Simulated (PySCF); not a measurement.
C₃H₈O₂Si.

```xyz
14

C      2.4218    -0.1881    -0.5241
C      1.5615    -0.8868     0.2265
Si    -0.2612    -0.5343     0.2469
O     -0.8102    -0.1784     1.7779
O     -0.4545     0.7430    -0.7984
C     -1.6915     1.2902    -1.1600
H      2.0720     0.6215    -1.1737
H      3.4985    -0.3933    -0.5237
H      1.9526    -1.6926     0.8623
H     -1.1128    -1.6809    -0.1699
H     -0.2845     0.4623     2.2669
H     -2.2341     1.6948    -0.2870
H     -1.5233     2.1137    -1.8707
H     -2.3454     0.5458    -1.6508
```

Coordinates come from a PBE0-D3(BJ)/def2-SVP optimisation. The structure was generated by enumeration; whether it is a known compound was not checked. One conformer was computed; it need not be the lowest.

These are PBE/pcSseg-1 in PySCF values and carry that method's errors. Non-relativistic, no solvent.

Computed absolute GIAO shielding of each atom: isotropic value and principal components (ppm):
```tsv
atom	σ(iso)	σ11	σ22	σ33	span
C1	34.9	-86.1	27.5	163.4	249.5
C2	41.5	-71.4	34.3	161.6	233.0
Si3	362.0	341.9	358.8	385.1	43.2
O4	267.1	239.3	274.2	287.9	48.5
O5	286.9	199.6	318.7	342.4	142.9
C6	126.3	97.0	102.3	179.7	82.7
H7	24.8	21.7	23.3	29.5	7.8
H8	24.9	22.3	24.7	27.8	5.5
H9	25.2	23.3	25.3	27.1	3.7
H10	26.3	23.4	24.3	31.4	8.0
H11	30.0	23.5	25.1	41.5	18.0
H12	27.2	22.7	25.3	33.6	10.9
H13	27.4	23.2	25.3	33.7	10.4
H14	27.4	23.6	25.0	33.7	10.1
```
